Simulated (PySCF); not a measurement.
# A thermochemical cycle for CsK

MP2 in PySCF with def2-SVP on every atom (core potentials on Cs), for the lowest determinant that a PBE0 search found; no spin–orbit coupling. CsK, a singlet (closed shell), has De = 0.30 eV to neutral atoms, and CsK⁺, a doublet (σ ↑), has De = 0.54 eV to Cs⁺ + K.

The adiabatic ionisation energy of CsK, between the minima, is 3.49 eV.

Q: Which ionisation energy of the Cs atom does this level give?

A: IE(Cs) = IE(molecule) + De(ion) − De(neutral) = 3.49 + 0.54 − 0.30 = 3.73 eV; the measured value is 3.894 eV (NIST ASD).

Correlated steps freeze 5 core orbitals. Weak bonds: CsK. Basis-set superposition, not corrected here, can be much of De in a small basis, most of all at correlated wavefunction levels. Spin–orbit coupling is left out. For an ion De counts to the pair picked by the measured ionisation energies or electron affinities, which need not be the lowest pair at this level. Where the molecule has an RHF reference, its open-shell atoms are computed with UHF. States were picked by a PBE0 search and need not be the measured ground states.
